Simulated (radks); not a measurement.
Values are calculated unless marked as measured or tabulated.
K4+, configuration [Ne] 3s2 3p3 (the NIST ground configuration).

Level of theory: Dirac Kohn-Sham, PBE, spin-unpolarised, spherical densities, point nucleus; open shells fill j = l - 1/2 first (a radial shooting solver on a logarithmic mesh with Libxc functionals).

Energy parts (hartree):
total: -596.73158
kinetic: 601.03698
electron-nucleus: -1387.58926
Hartree: 221.37450
exchange-correlation: -31.55380

Orbitals (lengths in bohr, moments of r in powers of bohr):
orbital	occ.	eigenvalue (hartree)	<r>	small-component weight
1s1/2	2	-131.8521	0.08104	4.60e-03
2s1/2	2	-15.31512	0.3865	7.59e-04
2p1/2	2	-12.70512	0.3476	7.38e-04
2p3/2	4	-12.59808	0.3500	7.32e-04
3s1/2	2	-3.28856	1.170	1.63e-04
3p1/2	2	-2.63309	1.238	1.43e-04
3p3/2	1	-2.61985	1.244	1.42e-04

The highest occupied level is 3p3/2 at -71.290 eV. The density falls to 0.001 e/bohr^3 at r = 2.72 bohr.
